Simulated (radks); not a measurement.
Values are calculated unless marked as measured or tabulated.
All-electron atom: the thulium ion Tm4+ in [Kr] 4d10 4f11 5p6 5f2 (not the ground configuration).

Level of theory: scalar-relativistic Kohn-Sham, PBE, spin-polarised, spherical densities, point nucleus; open shells are filled with parallel spins first (spin-orbit coupling, left out, can overturn this in heavy ions) (a radial shooting solver on a logarithmic mesh with Libxc functionals).

Energy parts (hartree):
part                       energy
total                 -13557.5776
kinetic                14738.5823
electron-nucleus      -33154.5022
Hartree                 5140.6578
exchange-correlation    -282.3155

Orbitals (lengths in bohr, moments of r in powers of bohr):
| orbital | occ. | eigenvalue (hartree) | <r^4> |
|---|---|---|---|
| 1s up | 1 | -2181.709 | 8.073e-07 |
| 1s down | 1 | -2181.709 | 8.073e-07 |
| 2s up | 1 | -370.3877 | 0.0001248 |
| 2s down | 1 | -370.3863 | 0.0001248 |
| 2p up | 3 | -327.3193 | 0.00009542 |
| 2p down | 3 | -327.3184 | 0.00009541 |
| 3s up | 1 | -85.43078 | 0.004694 |
| 3s down | 1 | -85.37481 | 0.004686 |
| 3p up | 3 | -72.39185 | 0.004974 |
| 3p down | 3 | -72.33590 | 0.004964 |
| 3d up | 5 | -56.29895 | 0.003892 |
| 3d down | 5 | -56.25637 | 0.003881 |
| 4s up | 1 | -19.09044 | 0.1127 |
| 4s down | 1 | -18.97747 | 0.1129 |
| 4p up | 3 | -14.79632 | 0.1486 |
| 4p down | 3 | -14.68574 | 0.1489 |
| 4d up | 5 | -9.09158 | 0.2239 |
| 4d down | 5 | -8.98329 | 0.2254 |
| 4f up | 7 | -2.79728 | 0.7830 |
| 4f down | 4 | -2.69470 | 0.8192 |
| 5p up | 3 | -3.20594 | 5.392 |
| 5p down | 3 | -3.15296 | 5.410 |
| 5f up | 2 | -0.79789 | 161.1 |

The highest occupied level is 5f up at -21.712 eV. Spin moment in Bohr magnetons: 5. Summed over all electrons, <r^2> = 45.76 bohr^2, which gives a Langevin (diamagnetic) susceptibility term of -36.2 x 10^-6 cm^3/mol. The density falls to 0.001 e/bohr^3 at r = 4.46 bohr.
